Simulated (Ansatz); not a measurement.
CH7InOSSi, SMILES `[CH3][In]([SH])[SiH2]O`. Charge 0, multiplicity 1. In: def2 effective core potential. The geometry is a stationary point of PBE0-D4/def2-TZVP. It is one conformer, not always the lowest.

```xyz
12

C     0.753   -2.300   -0.448
In   -0.054   -0.372    0.043
S    -2.188   -0.483    1.181
Si    0.546    2.116   -0.253
O    -0.427    3.067    0.687
H     0.897   -2.870    0.472
H     0.041   -2.836   -1.077
H     1.705   -2.218   -0.972
H    -2.293   -1.821    1.127
H     0.433    2.482   -1.697
H     1.938    2.418    0.169
H    -1.349    2.817    0.769
```

Question: What is the dipole moment at ωB97M-V/def2-TZVPP? (Estimate.)

Answer: Ansatz gave: 2.35 D, with components (1.10, -1.60, -1.32) D in this frame, pointing from negative to positive charge.

Question: And with PBE, r2SCAN, B3LYP? (Best estimate.)

Answer: Computed: PBE 2.16 D, r2SCAN 2.27 D, B3LYP 2.33 D.

Question: Give the Mulliken charges with ωB97M-V, B3LYP, r2SCAN in def2-TZVPP. (Estimate.)

Answer: Computed: 
```json
{"atom": "C1", "ωB97M-V": "-0.59", "B3LYP": "-0.55", "r2SCAN": "-0.46"}
{"atom": "In2", "ωB97M-V": "0.44", "B3LYP": "0.56", "r2SCAN": "0.53"}
{"atom": "S3", "ωB97M-V": "-0.41", "B3LYP": "-0.43", "r2SCAN": "-0.43"}
{"atom": "Si4", "ωB97M-V": "0.30", "B3LYP": "0.32", "r2SCAN": "0.35"}
{"atom": "O5", "ωB97M-V": "-0.37", "B3LYP": "-0.38", "r2SCAN": "-0.40"}
{"atom": "H6", "ωB97M-V": "0.14", "B3LYP": "0.11", "r2SCAN": "0.09"}
{"atom": "H7", "ωB97M-V": "0.13", "B3LYP": "0.11", "r2SCAN": "0.09"}
{"atom": "H8", "ωB97M-V": "0.14", "B3LYP": "0.12", "r2SCAN": "0.09"}
{"atom": "H9", "ωB97M-V": "0.12", "B3LYP": "0.10", "r2SCAN": "0.11"}
{"atom": "H10", "ωB97M-V": "-0.05", "B3LYP": "-0.09", "r2SCAN": "-0.10"}
{"atom": "H11", "ωB97M-V": "-0.03", "B3LYP": "-0.07", "r2SCAN": "-0.08"}
{"atom": "H12", "ωB97M-V": "0.18", "B3LYP": "0.19", "r2SCAN": "0.21"}
```

B3LYP here is the variant with VWN-RPA as its local correlation; programs differ in this.
